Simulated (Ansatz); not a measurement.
def2 core potentials replace the inner electrons of Sn.

Calculation: Ansatz (a program for electronic structure) with frozen-core CCSD(T)/def2-TZVPP // PBE0-D3(BJ)/def2-SVP.

Ansatz 0.2 input:
```yaml
crystal:
  periodic: [false, false, false]
  atoms:
    - { symbol: C, position_ang: [3.472359, 0.084245, 0.133438] }
    - { symbol: C, position_ang: [2.417811, -0.026391, -0.675249] }
    - { symbol: C, position_ang: [1.028491, 0.420402, -0.338557] }
    - { symbol: C, position_ang: [0.048805, -0.754448, -0.304459] }
    - { symbol: Sn, position_ang: [-1.92185, -0.130847, 0.216073] }
    - { symbol: O, position_ang: [-2.916586, 0.628555, -1.322067] }
    - { symbol: O, position_ang: [-1.88102, 1.302332, 1.586766] }
    - { symbol: O, position_ang: [-3.063287, -1.566225, 0.967666] }
    - { symbol: H, position_ang: [3.383885, 0.54277, 1.124017] }
    - { symbol: H, position_ang: [4.462064, -0.271808, -0.164146] }
    - { symbol: H, position_ang: [2.547689, -0.493746, -1.660599] }
    - { symbol: H, position_ang: [0.691083, 1.157347, -1.089233] }
    - { symbol: H, position_ang: [1.029284, 0.942429, 0.631759] }
    - { symbol: H, position_ang: [-0.022453, -1.261383, -1.279563] }
    - { symbol: H, position_ang: [0.350442, -1.507944, 0.439202] }
    - { symbol: H, position_ang: [-3.290128, 1.486986, -1.087302] }
    - { symbol: H, position_ang: [-2.439419, 1.066208, 2.337555] }
    - { symbol: H, position_ang: [-3.897171, -1.618383, 0.484699] }
basis:
  gaussian: { orbitals: def2-TZVPP }
correlation:
  method: ccsd_t
```

Output:

```
Functional definition: HF
2616 factors; integrals over basis functions are off by at most 8.3e-4 eV
mean field evaluation 1: about -16192.8384 eV, gradient 6.9e1 eV
mean field evaluation 2: about -16193.1968 eV, gradient 6.9e1 eV
mean field evaluation 4: about -16202.3949 eV, gradient 5.4e0 eV
mean field evaluation 8: about -16202.5192 eV, gradient 3.1e-1 eV
mean field evaluation 16: about -16198.6896 eV, gradient 4.6e1 eV
mean field -16202.51967209 eV, -595.4316154871 hartree, gradient 9.6e-6 eV, S^2 0.000000; 0 other end points of the search recorded, 0 dependent functions left out
11 core orbitals not correlated
reference -16202.51967209 eV, -595.4316154871 hartree; 29, 29 occupied and 367, 367 virtual orbitals, 2616 factors
second order -47.06719296 eV of doubles, -0.00000000 eV of singles
cycle   1  -46.51021792 eV  change    5.6e-1 eV  update   1.6e-1
cycle   2  -47.61193669 eV  change    -1.1e0 eV  update   4.8e-2
cycle   3  -47.88965548 eV  change   -2.8e-1 eV  update   2.5e-2
cycle   4  -47.87007645 eV  change    2.0e-2 eV  update   6.4e-3
cycle   5  -47.86623558 eV  change    3.8e-3 eV  update   2.8e-3
cycle   6  -47.86845942 eV  change   -2.2e-3 eV  update   8.9e-4
cycle   7  -47.86820987 eV  change    2.5e-4 eV  update   3.4e-4
cycle   8  -47.86797266 eV  change    2.4e-4 eV  update   1.1e-4
cycle   9  -47.86798499 eV  change   -1.2e-5 eV  update   4.5e-5
perturbative correction -1.89342922 eV, -0.0695822403 hartree
Total energy: -16252.28108630 eV, -597.2603137298 hartree
```

Cost: about 7 core-hours (a rough figure).
